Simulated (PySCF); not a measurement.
Cartesian coordinates (Å):
```xyz
5

Sn     0.0002    -0.0001    -0.0001
H      1.3353    -1.0626    -0.1059
H      0.5402     1.6145    -0.1542
H     -1.1078    -0.3517    -1.2537
H     -0.7679    -0.2001     1.5140
```
Charge 0, spin multiplicity 1.

Q: Estimate the dipole moment, HOMO, total energy, LUMO and HOMO–LUMO gap that PBE-D3(BJ)/def2-TZVP // r2SCAN-D4/def2-SVP in PySCF 2.14.0 returns for this input.

A: 
```yaml
dipole_moment: 0.00 D
HOMO: -7.92 eV
total_energy: -216.6499 Ha
LUMO: -0.34 eV
HOMO–LUMO gap: 7.58 eV
```
